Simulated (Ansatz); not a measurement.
The cluster K₃O⁺. The state is a triplet with charge 1. Geometry r2SCAN-D4/def2-TZVP.

Cartesian coordinates in Å:
```
K 1.311 2.030 0.225
K -2.429 0.235 0.947
K 1.205 -2.086 -1.140
O -0.087 -0.179 -0.033
```

At PBE0-D4/def2-TZVP a singlet of charge 1 lies 1.79 eV below the triplet, each at its own geometry. The structure comes from a short search, and lower isomers may exist.

(1) Estimate the α-spin orbital energies around the gap (eV) in Ansatz with HF/STO-3G, LDA (SPW92)/def2-TZVP, PBE-D4/def2-TZVP, BLYP-D4/def2-TZVP, PBE0-D4/def2-TZVP.

Results:

(1) 
```
orbital  HF/STO-3G  LDA (SPW92)/def2-TZVP  PBE-D4/def2-TZVP  BLYP-D4/def2-TZVP  PBE0-D4/def2-TZVP
HOMO−13     -33.96                 -24.48            -24.56             -24.36             -27.61
HOMO−12     -28.11                 -21.92            -21.86             -21.67             -23.96
HOMO−11     -28.11                 -21.91            -21.85             -21.66             -23.96
HOMO−10     -27.99                 -21.84            -21.78             -21.61             -23.83
 HOMO−9     -27.81                 -21.84            -21.77             -21.60             -23.83
 HOMO−8     -27.81                 -21.77            -21.69             -21.51             -23.79
 HOMO−7     -27.64                 -21.65            -21.61             -21.47             -23.61
 HOMO−6     -26.79                 -21.65            -21.59             -21.46             -23.56
 HOMO−5     -26.78                 -21.62            -21.55             -21.38             -23.55
 HOMO−4     -26.67                 -21.41            -21.36             -21.21             -23.37
 HOMO−3     -14.47                 -10.98            -10.89             -10.70             -12.70
 HOMO−2     -11.70                  -9.75             -9.39              -9.30             -11.01
 HOMO−1     -11.53                  -9.68             -9.32              -9.24             -10.94
   HOMO      -3.67                  -5.45             -5.30              -5.22              -5.55
   LUMO       0.72                  -4.72             -4.63              -4.57              -4.22
 LUMO+1       0.81                  -4.45             -4.33              -4.32              -3.89
 LUMO+2       5.02                  -3.63             -3.47              -3.36              -3.02
 LUMO+3       5.37                  -3.47             -3.44              -3.32              -2.92
 LUMO+4       5.56                  -3.29             -3.17              -3.10              -2.66
 LUMO+5       5.92                  -2.98             -2.88              -2.79              -2.37
 β HOMO      -9.60                  -8.89             -8.72              -8.66             -10.23
 β LUMO       0.94                  -8.52             -7.72              -7.77              -5.67
```
